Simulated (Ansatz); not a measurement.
`[CH3][GaH][N]=C=O` from Hartree–Fock to CCSD(T)

```xyz
9

C    -1.3393   -0.8579   -0.5338
Ga   -0.2790   -0.0461    0.8871
N     1.2617    0.7876    0.3231
C     2.2420    1.3120   -0.1063
O     3.2066    1.8281   -0.5227
H    -0.7663   -1.6636   -0.9995
H    -1.5465   -0.1165   -1.3085
H    -2.2815   -1.2643   -0.1666
H    -0.4977    0.0207    2.4273
```

Charge 0, multiplicity 1. Correlated methods include outer-core shells of Ga, which these sets cover unevenly. Scalar relativity is left out up to krypton. The geometry is a stationary point of PBE0-D4/def2-TZVP. It is one conformer, not always the lowest. Frozen core, restricted reference, Ansatz.

```json
{"basis": "def2-SVP", "HF (Eh)": "-2130.26507", "MP2 corr.": "-0.81301", "CCSD corr.": "-0.82468", "(T)": "-0.03041", "CCSD(T) total": "-2131.12016"}
{"basis": "def2-TZVPP", "HF (Eh)": "-2130.75833", "MP2 corr.": "-0.96915", "CCSD corr.": "-0.97649", "(T)": "-0.04500", "CCSD(T) total": "-2131.77982"}
{"basis": "def2-QZVPP", "HF (Eh)": "-2130.80782", "MP2 corr.": "-1.26894", "CCSD corr.": "–", "(T)": "–", "CCSD(T) total": "–"}
```
